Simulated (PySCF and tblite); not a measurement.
C7H12OS, numbered as in [CH2:1]=[C:2]([CH3:3])[C@H:4]1[CH2:5][C@H:6]1[S@:7]([CH3:8])=[O:9]. Search: ETKDG and KDG, MMFF94s, GFN2-xTB, 90 starts; geometries at GFN2-xTB. Energies: PBE0-D3(BJ)/pcSseg-1, with GFN2-xTB thermal terms (modes under about 100 cm⁻¹ blended into free rotors). Symmetry numbers and mirror images are counted. Conformers within 2.5 kcal/mol (GFN2-xTB free energy) were kept, 4 at most. GIAO shieldings: PBE0/pcSseg-1. Shifts are against TMS (¹H), TMS (¹³C) at the same level; of two unlike H on one atom, a is the less shielded. (PySCF 2.14, tblite 0.8.)

Torsions listed: C3–C2–C4–C5, C4–C6–S7–O9.

Two conformers hold nearly all the population. I: 2°, -45°; δ(H5b) = 1.51 ppm. II: -148°, 102°; δ(H5b) = 0.28 ppm. The average over the ensemble at 298.15 K is 0.46 ppm.

(1) What populations and free-energy difference follow from a two-state model?

Results:

(1) p(I) = (0.46 − 0.28)/(1.51 − 0.28) = 0.15, so K = p(II)/p(I) = 5.83 and G(II) − G(I) = −RT ln K = -1.04 kcal/mol. The weights computed directly are 15.8 % and 82.5 %, with 1.7 % in minor conformers.


Conformer gaps in pcSseg-1 on xTB geometries can be 2 kcal/mol off for S=O, P=O and other polar bonds.